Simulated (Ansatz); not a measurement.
`BS/C=C/BC` + H₂O → `CB/C=C/O` + `BS`  (formal hydrolysis of a C–S bond)

Computed with Ansatz on PBE0-D4/def2-TZVP structures; ΔE is electronic, products minus reactants. CBS: MP2 limit from def2 TZ/QZ plus the TZ coupled-cluster correction, frozen cores. This one scheme is used for every species. Double bonds are as drawn, so ΔE can hold a change between cis and trans. Functionals use def2-TZVPP. B3LYP here is the variant with VWN-RPA as its local correlation; programs differ in this. Each species was taken in one conformer, which may not be the lowest.

```csv
level,ΔE (kJ/mol),difference from CCSD(T)/CBS
PBE-D4,11.1,-12.7
PBE0-D4,12.5,-11.3
B3LYP-D4,11.9,-11.9
ωB97M-V,9.1,-14.7
PBE,6.1,-17.7
B3LYP,3.9,-19.9
HF/def2-TZVPP,-0.8,-24.6
SCS-MP2/def2-TZVPP,19.9,-3.9
CCSD(T)/def2-TZVPP,17.0,-6.8
MP2/def2-QZVPP,30.0,6.2
CCSD(T)/CBS,23.8,0
```

Largest T1 diagnostic among the species: 0.015.

In def2-TZVPP, CCSD(T) changes the Hartree–Fock value by +17.8 kJ/mol (the triples alone add +3.0 kJ/mol) and MP2 by +26.8 kJ/mol. The D4 term adds +8.0 kJ/mol with B3LYP and +4.5 kJ/mol with PBE0; it sums over pairs of atoms, weighted by their polarisabilities, and B3LYP, whose exchange is more repulsive, gets the larger term.
